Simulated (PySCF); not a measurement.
B(Cl)(OMe)(SeH) (CH4BClOSe), SMILES COB(Cl)[SeH]. Geometry: B3LYP-D3(BJ)/def2-SVP. This is a generated structure with no PubChem entry under its InChIKey; it may be hypothetical. Other conformers were not sampled.

Computed equilibrium geometry at B3LYP-D3(BJ)/def2-SVP (PySCF confirms it by a frequency run) as bond lengths and angles, and its point group (one conformer of several):
point group Cs.
Atoms: B1 Cl2 O3 C4 H5 H6 H7 Se8 H9. Bonded distances (Å): B1–Cl2 1.772, B1–O3 1.340, B1–Se8 1.972, O3–C4 1.417, C4–H5 1.103, C4–H6 1.098, C4–H7 1.103, Se8–H9 1.471. Angles (°): Cl2–B1–O3 117.7, Cl2–B1–Se8 121.4, O3–B1–Se8 120.9, B1–O3–C4 124.1, O3–C4–H5 111.0, O3–C4–H6 108.0, O3–C4–H7 111.0, H5–C4–H6 109.0, H5–C4–H7 108.8, H6–C4–H7 109.0, B1–Se8–H9 94.4.
